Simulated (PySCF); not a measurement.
How the method changes the constants of SrAl⁺

State: ¹Σ⁺ (singlet), closed shell. Set-up: Sr def2-SVP with ECP28, Al def2-SVP; scalar-relativistic core potentials (PySCF 2.14). De refers to Sr⁺ + Al in their high-spin ground configurations, without counterpoise correction. A positive dipole points towards Al; it is taken about the centre of mass and depends on that origin.

```tsv
Level	Re (Å)	ωe (cm⁻¹)	De (eV)	μ (D)
RHF-MP2	3.698	129	1.02	n/a
RHF-SCS-MP2	3.716	126	1.05	n/a
RHF-CCSD	3.677	131	1.15	n/a
RHF-CCSD(T)	3.671	132	1.23	n/a
PBE	3.655	134	1.46	0.00
revPBE	3.676	132	1.36	-0.25
BLYP	3.715	123	1.44	0.74
r²SCAN	3.655	138	1.10	-0.69
PBE0	3.640	139	1.27	-0.57
MN15	3.730	120	1.65	2.09
LC-ωPBE	3.574	154	0.91	-2.46
```

**Question.** Which functional lies closest to RHF-CCSD(T) in De, which farthest, and by how much do they differ from it?

**Answer.** Closest is PBE0 (-3.1 pm in Re, +5.3 % in ωe, +0.04 eV in De against RHF-CCSD(T) in the same basis), farthest MN15 (+5.9 pm in Re, -9.1 % in ωe, +0.42 eV in De). CCSD(T) converges more slowly with the basis than the functionals do and binds too weakly in this one, so the order can change at the basis-set limit.

**Question.** What does the step from GGA to meta-GGA do here, going from PBE to r²SCAN?

**Answer.** r²SCAN less PBE: +0.0 pm in Re, +3.0 % in ωe, -0.36 eV in De. 

Correlated steps freeze 5 core orbitals. Closed-shell solutions of metal pairs were not tested for spin polarisation, which can lower them a little. Correlated levels converge slowly with the basis: in double zeta they bind strong bonds too weakly, by up to about 1 eV, and carry superposition errors of some tenths. For an ion De counts to the pair picked by the measured ionisation energies or electron affinities, which need not be the lowest pair at this level. Where the molecule has an RHF reference, its open-shell atoms are computed with UHF. The CCSD T1 diagnostic is raised, a sign that a single reference may not be enough here.
